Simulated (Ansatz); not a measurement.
Start from `[SiH3][O][Al]([Cl])[Br]` and change one atom or group to get `[SiH3][O][AlH][Br]`.

Ansatz, PBE0-D4/def2-TZVP geometries, multiplicity 1. Each molecule was computed in one conformer, which needn't be the lowest.

Scalar relativity is left out up to krypton.

| property | `[SiH3][O][Al]([Cl])[Br]` |
| --- | --- |
| HOMO energy (PBE0/def2-TZVPP) / eV | -8.76 |
| HOMO–LUMO gap (PBE0/def2-TZVPP) / eV | 7.57 |
| size of the dipole moment (PBE/def2-TZVPP) / D | 0.76 |
| HOMO–LUMO gap (PBE/def2-TZVPP) / eV | 5.36 |
| LUMO energy (ωB97M-V/def2-TZVPP) / eV | 0.50 |
| HOMO energy (ωB97M-V/def2-TZVPP) / eV | -10.99 |

Question: Give the same properties after the change, and the shifts. (An estimate is asked.)

Answer: Ansatz gave: 
| property | `[SiH3][O][AlH][Br]` | shift |
| --- | --- | --- |
| HOMO energy (PBE0/def2-TZVPP) / eV | -8.63 | 0.13 |
| HOMO–LUMO gap (PBE0/def2-TZVPP) / eV | 7.55 | -0.02 |
| size of the dipole moment (PBE/def2-TZVPP) / D | 0.78 | 0.02 |
| HOMO–LUMO gap (PBE/def2-TZVPP) / eV | 5.48 | 0.12 |
| LUMO energy (ωB97M-V/def2-TZVPP) / eV | 0.53 | 0.03 |
| HOMO energy (ωB97M-V/def2-TZVPP) / eV | -10.86 | 0.13 |

Dipoles are sizes alone; their direction can turn.

Spin–orbit coupling is left out; it splits and shifts lone-pair levels of the heavy atoms by tenths of an eV.
